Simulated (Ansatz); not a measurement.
`[SiH3][SiH2]S[SiH3]` → `[SiH3][SiH2]S` + `[SiH2]` at 298.15 K and 1 bar (silylene loss).

Isolated molecules relaxed with PBE0-D4/def2-TZVP in Ansatz; ΔE leaves out vibrations. CCSD(T)/CBS is the MP2 limit (def2-TZVPP, def2-QZVPP) plus CCSD(T) − MP2 in def2-TZVPP, frozen cores. This one scheme is used for every species. One conformer a species, not always the lowest.

```json
{"species": "`[SiH3][SiH2]S[SiH3]`", "CCSD(T)/CBS energy (Eh)": "-1269.85848", "H − E (kJ/mol)": "207.4", "S (J/(mol·K))": "392.1"}
{"species": "`[SiH3][SiH2]S`", "CCSD(T)/CBS energy (Eh)": "-979.55409", "H − E (kJ/mol)": "154.2", "S (J/(mol·K))": "338.3"}
{"species": "`[SiH2]`", "CCSD(T)/CBS energy (Eh)": "-290.19011", "H − E (kJ/mol)": "40.6", "S (J/(mol·K))": "207.5"}
```

H − E and S are ideal-gas, rigid-rotor, harmonic terms from PBE0-D4/def2-TZVP, for one conformer and one mirror image of each species. 1 Eh = 2625.50 kJ/mol, R = 8.31446 J/(mol·K).

**Question.** By hand: ΔE, ΔH, ΔS and ΔG.

**Answer.** ΔE = (-979.55409) + (-290.19011) − (-1269.85848) = 0.11428 Eh = 300.0 kJ/mol. Δ(H − E) = 154.2 + 40.6 − 207.4 = -12.6, so ΔH = 287.4 kJ/mol. ΔS = 338.3 + 207.5 − 392.1 = 153.7 J/(mol·K). ΔG = 287.4 − 298.15 × (153.7)/1000 = 241.6 kJ/mol.

**Question.** By hand: the equilibrium constant, and the temperature at which ΔG would vanish if ΔH and ΔS stayed fixed.

**Answer.** log₁₀ K = −ΔG/(RT ln 10) = -42.3. ΔG = 0 at ΔH/ΔS = 1870 K.

The number of gas molecules changes by +1, which sets the sign of ΔS. A doubt of 5 kJ/mol in ΔE shifts log₁₀ K by 0.9 here. Other conformers and mirror images would add mixing entropy, several J/(mol·K) or more a flexible species. Modes under 60 cm⁻¹, often nearly free rotors, make the harmonic entropy too high. These are equilibria of isolated gas molecules and say nothing of rates. Largest T1 diagnostic: 0.014 (customary marks: 0.02 for closed shells, 0.045 for open ones).
